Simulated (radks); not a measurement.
Charge is removed step by step from the 3p down level of neutral vanadium, starting from [Ne] 3s2 3p(up 3, down 3) 3d3 4s2. Method: scalar-relativistic Kohn-Sham, PBE, spin-polarised, spherical densities, finite nucleus; open shells are filled with parallel spins first; Fermi nuclear charge, rms radius 3.6002 fm; computed with a radial shooting solver on a logarithmic mesh with Libxc functionals.

removed (e) = 0: E - E(0) (eV) 0.000; eigenvalue (eV) -42.196; E minus straight line (eV) 0.000
removed (e) = 0.125: E - E(0) (eV) 5.363; eigenvalue (eV) -43.653; E minus straight line (eV) -0.701
removed (e) = 0.25: E - E(0) (eV) 10.913; eigenvalue (eV) -45.177; E minus straight line (eV) -1.216
removed (e) = 0.375: E - E(0) (eV) 16.657; eigenvalue (eV) -46.760; E minus straight line (eV) -1.536
removed (e) = 0.5: E - E(0) (eV) 22.603; eigenvalue (eV) -48.397; E minus straight line (eV) -1.656
removed (e) = 0.625: E - E(0) (eV) 28.755; eigenvalue (eV) -50.082; E minus straight line (eV) -1.567
removed (e) = 0.75: E - E(0) (eV) 35.122; eigenvalue (eV) -51.812; E minus straight line (eV) -1.265
removed (e) = 0.875: E - E(0) (eV) 41.707; eigenvalue (eV) -53.582; E minus straight line (eV) -0.744
removed (e) = 1: E - E(0) (eV) 48.516; eigenvalue (eV) -55.390; E minus straight line (eV) 0.000

Removing the whole electron costs 48.516 eV by Delta-SCF, against 42.196 eV from minus the eigenvalue at the starting occupation. Slater's transition state (half an electron removed) gives 48.397 eV. Integrating minus the eigenvalue over the occupation (Janak's theorem) gives 48.528 eV. In this scalar-relativistic scheme the density is built from large components alone, so the theorem holds only approximately. The mean slope of the eigenvalue, de/dn, is 13.2 eV per electron.
